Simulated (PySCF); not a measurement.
## Radial density of Ta (tantalum, neutral)

UHF, [Xe] 4f14 5d4 6s1, high-spin 6D determinant (an excited configuration). Calculation: PySCF 2.14, in x2c-TZVPPall (11s7p7d3f1g, 97 functions); scalar relativity by spin-free X2C-1e.

```
r (bohr)  4πr²ρ (e/bohr)  4πr²(ρα − ρβ)
  0.0139           100.6        -0.0011
  0.0234           87.48        -0.0059
  0.0394           112.7         0.0018
  0.0663           129.5         0.0608
   0.112           103.2         0.1355
   0.188           113.4        -0.0084
   0.316           61.29         0.1059
   0.531           62.65         0.0331
   0.893           20.17         0.3962
    1.50           8.130         1.9712
    2.53           1.908         1.6004
    4.25          0.4839         0.4820
    7.15         0.02318         0.0232
    12.0       6.071e-05         0.0001
```

Densities and radii are taken from the X2C orbitals without a picture-change correction, which distorts them close to the nucleus.

Spin-orbit coupling, absent here, splits the open shell strongly.

Question: Where is the radial spin density 4πr²(ρα − ρβ) most negative, and why is it negative at all?

Answer: Around r = 0.188 bohr, down to -0.0084 e/bohr: exchange with the open shell polarises the paired shells in an unrestricted calculation.
